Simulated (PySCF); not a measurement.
Metal series MCl3, each in one or more spin states. Isolated molecules, 0 K electronic values unless said otherwise. Multiplicities are imposed; where one is given, others were not computed.

The numbers are results of PBE-D3(BJ)/def2-TZVP // BP86-D3(BJ)/def2-SVP (PySCF), not measurements. 

| species | mean distance from the central atom to its bonded neighbours (Å) | spin population on the central atom (Mulliken) | coordination number | highest occupied spin orbital (eV) |
|---|---|---|---|---|
| M = Ti, multiplicity 2 ([Ti(Cl)3]) | 2.190 | 1.11 | 3 | ___ |
| M = Fe, multiplicity 4 ([Fe(Cl)3] (excited quartet)) | 2.105 | 2.64 | 3 | ___ |
| M = Fe, multiplicity 6 ([Fe(Cl)3] (lower sextet)) | 2.151 | ___ | 3 | -7.31 |
| M = Zr, multiplicity 2 | 2.339 | 1.08 | ___ | -5.04 |
| M = Rh, multiplicity 1 ([Rh(Cl)3]) | 2.201 | – | ___ | – |
| M = Pd, multiplicity 2 | 2.241 | 0.41 | 3 | -7.17 |
| M = Hf, multiplicity 2 ([Hf(Cl)3]) | 2.343 | 1.08 | ___ | -5.07 |
| M = Pt, multiplicity 2 | ___ | 0.47 | 3 | -6.85 |

Problem. Fill in the missing entries.

Solution. 
- M = Ti, multiplicity 2 ([Ti(Cl)3]), highest occupied spin orbital (eV): -5.51
- M = Fe, multiplicity 4 ([Fe(Cl)3] (excited quartet)), highest occupied spin orbital (eV): -6.31
- M = Fe, multiplicity 6 ([Fe(Cl)3] (lower sextet)), spin population on the central atom (Mulliken): 3.87
- M = Zr, multiplicity 2, coordination number: 3
- M = Rh, multiplicity 1 ([Rh(Cl)3]), coordination number: 3
- M = Hf, multiplicity 2 ([Hf(Cl)3]), coordination number: 3
- M = Pt, multiplicity 2, mean distance from the central atom to its bonded neighbours (Å): 2.252
